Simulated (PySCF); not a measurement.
Species: C9H8 (charge +1 and doublet state).
Structure used (GFN2-xTB), in Å, numbered top down from 1:
```
atom  x, y, z in Å
C1     3.8108    0.0343   -0.1562
C2     2.4022    0.0293   -0.0552
C3     1.1813    0.0167    0.0345
C4    -0.1992    0.0000    0.1373
C5    -0.9297    1.2195    0.1707
C6    -2.2975    1.1882    0.2688
C7    -2.9693   -0.0395    0.3387
C8    -2.2600   -1.2475    0.3095
C9    -0.8921   -1.2399    0.2089
H10    4.2395    0.5946    0.6817
H11    4.2132   -0.9785   -0.1704
H12    4.1155    0.5700   -1.0617
H13   -0.3933    2.1545    0.1185
H14   -2.8611    2.1080    0.2928
H15   -4.0463   -0.0553    0.4155
H16   -2.7941   -2.1833    0.3664
H17   -0.3269   -2.1590    0.1829
```

Identity: `C[C+]=[C]c1ccccc1` [radical] (charge +1).

The calculation used UKS B3LYP, pcH-1 on C H, non-relativistic, mean-field spin-orbit, GIAO (PySCF). Isolated species at its GFN2-xTB geometry, gas phase. A GFN2-xTB geometry isn't a minimum of the functional, and hyperfine couplings can be far from their values at a DFT geometry, by a factor of two or more for some ions and for spin on atoms past the first row. No stability test was run, so a lower SCF solution isn't excluded.

Principal values of hyperfine tensors in MHz (contact and dipolar terms together), for some of the nuclei:

| atom | isotope | A1 | A2 | A3 | alike by the symmetry of this geometry |
| --- | --- | --- | --- | --- | --- |
| H10 | 1H | 71.64 | 73.66 | 80.55 | H12 |
| C7 | 13C | -1.41 | -0.34 | 69.66 | none |
| C2 | 13C | -10.70 | -8.75 | 84.07 | none |
| H15 | 1H | -30.99 | -20.95 | -6.65 | none |
| C1 | 13C | -17.28 | -15.65 | -10.25 | none |
| C8 | 13C | -17.43 | -10.51 | -9.77 | none |
| C6 | 13C | -17.22 | -10.50 | -9.76 | none |
| H17 | 1H | -12.04 | -10.37 | -1.77 | none |

(1) Split each tensor into its isotropic and traceless parts, and turn a_iso into mT with g = 2.0032.

(2) What spin density at the nucleus of C2 lies behind its contact coupling (g_N = 1.40482)?

(3) C3 (13C, g_N = 1.40482) isn't in the table. Its spin density at the nucleus is -0.01794 bohr⁻³. What is its contact coupling?

(4) Name the largest traceless tensor T of the table and describe it.

(5) In a single crystal, with the field along each principal axis of the tensor of C7 in turn, what first-order splitting does this nucleus give (isotropic g, quadrupole terms neglected)?

Results:

(1) a_iso = (A1 + A2 + A3)/3, Ti = Ai − a_iso; 1 mT corresponds to 28.038 MHz.

| atom | a_iso (MHz) | a_iso (mT) | T1 | T2 | T3 |
| --- | --- | --- | --- | --- | --- |
| H10 | 75.28 | 2.685 | -3.64 | -1.62 | 5.26 |
| C7 | 22.64 | 0.807 | -24.05 | -22.98 | 47.02 |
| C2 | 21.54 | 0.768 | -32.24 | -30.29 | 62.53 |
| H15 | -19.53 | -0.697 | -11.46 | -1.42 | 12.88 |
| C1 | -14.39 | -0.513 | -2.89 | -1.26 | 4.15 |
| C8 | -12.57 | -0.448 | -4.86 | 2.06 | 2.80 |
| C6 | -12.49 | -0.445 | -4.73 | 1.99 | 2.73 |
| H17 | -8.06 | -0.287 | -3.98 | -2.31 | 6.29 |

(2) a_FC = 800.24 MHz bohr³ × g_N × ρ(0)/(2S). With a_FC = 21.54 MHz and 2S = 1, ρ(0) = 0.01916 bohr⁻³.

(3) By the same relation, a_FC = -20.2 MHz. Its full tensor has the principal values -36.15, -23.81, -0.57 MHz.

(4) C2: -32.2, -30.3, 62.5 MHz, nearly axial, close to the ratio −1:−1:+2, the form that spin in one p orbital centred on that nucleus gives.

(5) 2 lines (I = 1/2), spaced by |A_i|/(g × 13.996): 0.05, 0.01, 2.48 mT along the axes of A1, A2 and A3.

The SMILES draws the unpaired electron on C3; the largest computed Mulliken spin population is on C2 (0.37 against 0.04).
